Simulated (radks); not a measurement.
Neutral iridium inside a hard spherical wall (all orbitals vanish at R), configuration held at [Xe] 4f14 5d7 6s2 and not refilled when levels cross. All-electron calculation, scalar-relativistic Kohn-Sham, r2SCAN, spin-polarised, spherical densities, finite nucleus; open shells are filled with parallel spins first (spin-orbit coupling, left out, can overturn this in heavy ions); meta-GGA in the generalised Kohn-Sham scheme; Fermi nuclear charge, rms radius 5.4032 fm. Program: a radial shooting solver on a logarithmic mesh with Libxc functionals. Eigenvalues in eV for spin up, with the zero of energy where the potential of the charges vanishes at infinity; a dash marks a level that is unbound or too diffuse for the functional's potential to be trusted. A positive occupied level is held by the wall or, in an anion where self-interaction has pushed it up, behind a barrier. The pressure on the wall is -dE/dV.

\begin{tabular}{lrrrrrrrrr}
R (bohr) & E (hartree) & kinetic (hartree) & e(4f) & e(5p) & e(5d) & e(6s) & e(6p, empty) & e(7s, empty) & pressure (GPa) \\ \hline
free & -17826.1453 & 19811.157 & -63.070 & -57.201 & -8.413 & -7.047 & - & - & 0 \\
20 & -17826.1453 & 19811.157 & -63.070 & -57.201 & -8.413 & -7.047 & -1.027 & - & < 0.0001 \\
15 & -17826.1453 & 19811.157 & -63.070 & -57.201 & -8.413 & -7.047 & -1.023 & 0.703 & < 0.0001 \\
10 & -17826.1451 & 19811.159 & -63.059 & -57.190 & -8.403 & -7.038 & -0.938 & 2.280 & 0.00393 \\
8 & -17826.1434 & 19811.177 & -62.967 & -57.098 & -8.316 & -6.959 & -0.654 & 4.651 & 0.0900 \\
4 & -17825.6981 & 19813.485 & -56.655 & -51.272 & -2.969 & -0.026 & 10.912 & 45.568 & 98.9 \\
3.5 & -17825.1761 & 19815.763 & -52.231 & -47.477 & 0.789 & 6.000 & 19.632 & 69.834 & 297 \\
\end{tabular}
